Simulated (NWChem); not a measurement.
System: TeCl2, triplet; SMILES of the neutral closed-shell parent Cl[Te]Cl

```xyz
3

Te     0.6819     0.2503     0.0000
Cl    -0.5971    -1.9747     0.0000
Cl    -1.4888     1.2092     0.0000
```
Atoms are numbered in this order, from 1.

Results from NWChem. Spin-unrestricted. In the optimisation the excess spin sits in a' and a" (Cs, its own frame). Coordinates come from a PBE0/def2-SVP, spin-unrestricted optimisation. The spin multiplicity was typed, not searched, and may not be the lowest. No stability test was run on the SCF state. def2 effective core potentials on Te; no spin-orbit coupling. Vertical excitations in the gas phase. Excited states of an open shell can be spin-contaminated.

Predict the results for B3LYP/def2-SVP, TDA. Quantities: lowest excitation (eV); oscillator strength of that lowest state; lowest state with f > 0.02 (eV); lowest empty minus highest occupied level, either spin (eV).


* **lowest excitation (eV)**: 1.01
* **oscillator strength of that lowest state**: 0.000
* **lowest state with f > 0.02 (eV)**: 2.18
* **lowest empty minus highest occupied level, either spin (eV)**: 0.53
